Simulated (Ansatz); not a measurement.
CH3Si, doublet (typed; the unrestricted solution is spin-contaminated), geometry from GFN2-xTB; HF/cc-pVTZ (Ansatz, a first-principles code).

Input for Ansatz:
Ansatz 0.2 input:
```yaml
crystal:
  periodic: [false, false, false]
  atoms:
    - {symbol: C, position_ang: [1.17235399, -0.51759579, 0.06293167]}
    - {symbol: Si, position_ang: [-0.45520809, 0.16575315, -0.02265336]}
    - {symbol: H, position_ang: [2.03284901, 0.15627040, 0.05580559]}
    - {symbol: H, position_ang: [-1.16628321, 1.45656207, -0.11024969]}
    - {symbol: H, position_ang: [-1.52777651, -0.82780188, -0.00599886]}
basis:
  gaussian:
    orbitals: cc-pVTZ
hamiltonian:
  xc: hf
magnetization: {spin_polarized: true, initial_magnetization: 1}
output: {forces: true}
```

Question: What does Ansatz print? Leave out banner, timings and long lists.

Answer: 
```
Functional definition: HF
752 factors; their error is unknown
mean field evaluation 1: about -8934.5060 eV, gradient 1.5e1 eV
mean field evaluation 2: about -8935.7143 eV, gradient 7.4e0 eV
mean field evaluation 4: about -8936.0911 eV, gradient 5.0e-1 eV
mean field evaluation 8: about -8936.1100 eV, gradient 1.1e-1 eV
mean field evaluation 16: about -8934.7068 eV, gradient 1.5e1 eV
mean field evaluation 32: about -8937.1227 eV, gradient 7.5e-4 eV
mean field evaluation 64: about -8936.4088 eV, gradient 2.3e-1 eV
mean field evaluation 96: about -8936.6156 eV, gradient 2.9e0 eV
mean field evaluation 128: about -8936.3112 eV, gradient 7.5e-5 eV
mean field -8937.12266657 eV, -328.4332001972 hartree, gradient 2.2e-5 eV, S^2 1.296950; 6 other end points of the search recorded, 0 dependent functions left out
the calculation of the forces begins
reference -8937.12266657 eV, -328.4332001972 hartree; 12, 11 occupied and 94, 95 virtual orbitals, 752 factors
Total energy: -8937.12266657 eV, -328.4332001972 hartree
Atom 0 at     1.172354    -0.517596     0.062932 Å, force    -0.093069     2.670349    -0.138027 eV/Å
Atom 1 at    -0.455208     0.165753    -0.022653 Å, force    -0.983994    -1.655994     0.052948 eV/Å
Atom 2 at     2.032849     0.156270     0.055806 Å, force     0.201392    -1.154939     0.064748 eV/Å
Atom 3 at    -1.166283     1.456562    -0.110250 Å, force     0.993561     0.385895     0.011615 eV/Å
Atom 4 at    -1.527777    -0.827802    -0.005999 Å, force    -0.117890    -0.245310     0.008717 eV/Å
Dipole moment:     0.017802     0.240578    -0.011614 e Å
```
